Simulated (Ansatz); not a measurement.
C₂H₈BN (`BCCN`): the same geometry under several functionals.

```yaml
crystal:
  periodic: [false, false, false]
  atoms:
    - {symbol: B, position_ang: [-0.882580, 1.692845, -0.199931]}
    - {symbol: C, position_ang: [-0.559417, 0.177784, -0.248113]}
    - {symbol: C, position_ang: [0.817221, -0.281653, 0.224507]}
    - {symbol: N, position_ang: [1.039275, -1.715633, 0.296894]}
    - {symbol: H, position_ang: [-1.851554, 2.121842, -0.759010]}
    - {symbol: H, position_ang: [-0.209084, 2.454402, 0.437175]}
    - {symbol: H, position_ang: [-0.811478, -0.257319, -1.224295]}
    - {symbol: H, position_ang: [-1.336804, -0.240263, 0.423271]}
    - {symbol: H, position_ang: [1.017135, 0.142372, 1.213646]}
    - {symbol: H, position_ang: [1.583350, 0.137808, -0.435418]}
    - {symbol: H, position_ang: [0.905792, -2.140549, -0.613166]}
    - {symbol: H, position_ang: [0.365045, -2.146837, 0.918441]}
basis:
  gaussian: {orbitals: def2-TZVPP}
hamiltonian: {xc: {name: CAM-B3LYP}, dispersion: d4}
output: {orbitals: {seedname: orbitals}}
```

```sh
$ ansatz run in.yaml --threads 2 --pin off --events-out ev --progress --plain --max-ram 4352MiB
```

Shortened log:

```
Functional definition: CAM-B3LYP
1156 factors; their error is unknown
336 factors; integrals over basis functions are off by at most 1.6e-5 eV
mean field evaluation 1: about -4361.9811 eV, gradient 5.9e1 eV
mean field evaluation 2: about -4362.0065 eV, gradient 5.9e1 eV
mean field evaluation 4: about -4369.2712 eV, gradient 2.4e0 eV
mean field evaluation 8: about -4369.2828 eV, gradient 2.7e-2 eV
mean field evaluation 16: about -4369.2631 eV, gradient 3.7e-5 eV
mean field -4369.26314539 eV, -160.5674590000 hartree, gradient 3.7e-5 eV, S^2 0.000000; 0 other end points of the search recorded, 0 dependent functions left out
reference -4369.26327850 eV, -160.5674638917 hartree; 16, 16 occupied and 220, 220 virtual orbitals, 1156 factors
Total energy: -4369.40857836 eV, -160.5728035630 hartree
```

It took 3.4 s on 2 threads of an Arm Neoverse V2 on a shared host, with 0.5 GiB of host memory at the peak.

With the line `hamiltonian: {xc: {name: PBE-QIDH}}` (abridged; 6 s):

```
Functional definition: PBE-QIDH
mean field evaluation 16: about -4358.7900 eV, gradient 1.9e-5 eV
mean field -4358.79001535 eV, -160.1825785702 hartree, gradient 5.1e-6 eV, S^2 0.000000
4 core orbitals not correlated: weight in the atoms' cores, before any rotation towards them, 1.000 or more for the frozen orbitals, at most 0.000 for the correlated occupied ones
second order -20.43195454 eV of doubles, -0.00000000 eV of singles
Total energy: -4365.60067989 eV, -160.4328658756 hartree
```

With the line `hamiltonian: {xc: {name: LC-wPBE}}` (abridged; 2.9 s):

```
Functional definition: LC-wPBE
mean field evaluation 16: about -4368.9704 eV, gradient 1.0e-4 eV
mean field -4368.97042503 eV, -160.5567017253 hartree, gradient 1.1e-5 eV, S^2 0.000000
Total energy: -4368.97042504 eV, -160.5567017256 hartree
```

Changing it to `hamiltonian: {xc: pbe, dispersion: d4}` and forces (abridged; 3 s):

```
Functional definition: PBE
mean field evaluation 16: about -4365.3674 eV, gradient 1.3e-2 eV
mean field -4365.36738086 eV, -160.4242922943 hartree, gradient 3.2e-5 eV, S^2 0.000000
Total energy: -4365.54361767 eV, -160.4307688777 hartree
Atom 0 force    -0.030196    -0.030280    -0.007133 eV/Å
Atom 1 force     0.015743     0.259604    -0.029841 eV/Å
Atom 2 force    -0.018986     0.040451     0.005459 eV/Å
Atom 3 force     0.382910    -0.073123     0.129185 eV/Å
Atom 4 force    -0.102407     0.052838    -0.062086 eV/Å
Atom 5 force     0.073595     0.079680     0.067694 eV/Å
Atom 6 force    -0.076078    -0.103821    -0.188342 eV/Å
Atom 7 force    -0.161576    -0.085591     0.117604 eV/Å
Atom 8 force     0.045688     0.098100     0.202674 eV/Å
Atom 9 force     0.155719     0.093234    -0.133183 eV/Å
Atom 10 force    -0.051017    -0.164981    -0.305847 eV/Å
Atom 11 force    -0.233395    -0.166109     0.203817 eV/Å
Dipole moment:    -0.225124    -0.123609    -0.085210 e Å
```

With the line `hamiltonian: {xc: {name: r2SCAN0}, dispersion: d4}` (abridged; 5.5 s):

```
Functional definition: r2SCAN0
mean field evaluation 16: about -4368.5389 eV, gradient 3.6e-5 eV
mean field -4368.53888789 eV, -160.5408430280 hartree, gradient 3.6e-5 eV, S^2 0.000000
Total energy: -4368.58989817 eV, -160.5427176211 hartree
```

Changing it to `hamiltonian: {xc: {name: B97M-V}}` (abridged; 11 s):

```
Functional definition: B97M-V
mean field evaluation 16: about -4371.7608 eV, gradient 2.7e-3 eV
mean field -4371.76079146 eV, -160.6592458003 hartree, gradient 4.2e-5 eV, S^2 0.000000
Total energy: -4371.76085681 eV, -160.6592482018 hartree
```
